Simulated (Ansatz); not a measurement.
As$_{2}$, charge +1, doublet, geometry from GFN2-xTB (a state made from the parent by changing its charge; the spin is typed, not shown lowest). Base run: PBE/STO-3G (Ansatz, a program for electronic structure).

The Ansatz input:
Ansatz 0.2 input:
```yaml
crystal:
  periodic: [false, false, false]
  atoms:
    - {symbol: As, position_ang: [-0.00000000, -0.00000000, -1.09007048]}
    - {symbol: As, position_ang: [0.00000000, 0.00000000, 1.09007048]}
basis:
  gaussian:
    orbitals: STO-3G
hamiltonian:
  xc: pbe
total_charge: 1
magnetization: {spin_polarized: true, initial_magnetization: 1}
```

Variants of this job, named by their change:

```
change                                                          ΔE vs base (kcal/mol)
--------------------------------------------------------------  ---------------------
base                                                                            0.000
lower_state_search = light                                                      0.000
final_grid = 14, 28, 59                                                         0.002
fitting.mean_field = cc-pVTZ-JKFIT                                              -2.93
point_charge = charge:1.0 position_ang:0.0569, -3.4979, 2.1189                   77.5
forces = on                                                                     0.000
accuracy = high                                                                 0.002
fitting.mean_field = def2-universal-JKFIT                                       -2.05
final_grid = 4, 8, 17                                                            0.88
nuclear_model = gaussian                                                         8.45
final_grid = 6, 12, 29                                                          0.007
```
